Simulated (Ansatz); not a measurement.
F2GaH3OSi, SMILES `[F][Ga]([F])[O][SiH3]`, relaxed with RKS PBE0-D4/def2-TZVP in Ansatz 0.2.0 from a GFN2-xTB geometry. The force threshold is 0.005 eV/Å; the program also tests the step.

Total charge 0; spin multiplicity 1.

Start:

```xyz
8

F    -1.258    2.202    0.572
Ga    0.335    1.676    0.099
F     1.618    2.827   -0.087
O     0.643    0.000   -0.188
Si   -0.211   -1.420   -0.105
H    -1.363   -1.347   -1.007
H    -0.633   -1.645    1.280
H     0.869   -2.292   -0.564
```

By how much does the energy fall, and how many steps does the optimiser take? (Best estimate.)

Ansatz gave: 12.09 kJ/mol, in 7 steps.

Which bonds change most? (An estimate is asked.)

Ansatz gave: Si5–H6 from 1.465 to 1.486 Å; Si5–H7 from 1.465 to 1.486 Å; Si5–H8 from 1.462 to 1.483 Å; Ga2–O4 from 1.728 to 1.744 Å.

Give the relaxed structure. (An estimate is asked.)

Ansatz gave: 
```xyz
8

F    -1.238    2.294    0.584
Ga    0.327    1.721    0.108
F     1.579    2.896   -0.085
O     0.646    0.029   -0.168
Si   -0.155   -1.407   -0.119
H    -1.333   -1.377   -1.025
H    -0.616   -1.694    1.265
H     0.790   -2.461   -0.560
```
